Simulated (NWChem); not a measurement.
H2BO2, doublet; SMILES O[B]O

```xyz
5

O     -1.2218     0.0000     0.0420
B      0.0000     0.0000    -0.5420
O      1.2218     0.0000     0.0420
H     -1.2136     0.0000     1.0193
H      1.2136     0.0000     1.0193
```
Atoms are numbered in this order, from 1.

Computed with NWChem. Spin-unrestricted. Medium grid unless said otherwise, to which SCAN and Minnesota functionals are sensitive. In the optimisation the excess spin sits in a1 (C2v, its own frame). Geometry: optimised at B3LYP/6-31G* (spherical d), spin-unrestricted. No stability test was run on the SCF state. Total energies of different functionals are on different scales.

| level | energy (Ha) | highest occupied level (eV) | lowest empty minus highest occupied level, either spin (eV) | dipole (D) | <S²> |
|---|---|---|---|---|---|
| B3LYP/def2-TZVP | -176.6042 | -5.81 | 3.82 | 3.11 | 0.752 |
| PBE/def2-TZVP | -176.4002 | -4.85 | 2.36 | 3.08 | 0.753 |
| MN15-L/def2-TZVP | -176.4429 | -5.05 | 3.55 | 3.08 | 0.754 |
| B3PW91/def2-TZVP | -176.5285 | -5.86 | 4.33 | 3.18 | 0.753 |
| r2SCAN0/def2-TZVP | -176.4859 | -6.33 | 5.26 | 3.22 | 0.753 |
| LC-wPBE (HJS exchange hole, range parameter 0.4 per bohr)/def2-TZVP | -176.4692 | -8.83 | 9.70 | 3.38 | 0.752 |
| BHandHLYP/def2-TZVP | -176.5128 | -7.19 | 6.39 | 3.21 | 0.752 |
| MN15/def2-TZVP | -176.4264 | -6.26 | 5.82 | 3.17 | 0.753 |
| PW91/def2-TZVP | -176.5389 | ? | 2.34 | 3.07 | 0.753 |
| revPBE/def2-TZVP | -176.5436 | -4.83 | 2.49 | 3.07 | 0.753 |
| OLYP/def2-TZVP | -176.5457 | -4.67 | 2.21 | 3.01 | 0.753 |

**Question.** What belongs in the gaps?

**Answer.** 
- PW91/def2-TZVP, highest occupied level (eV): -4.90
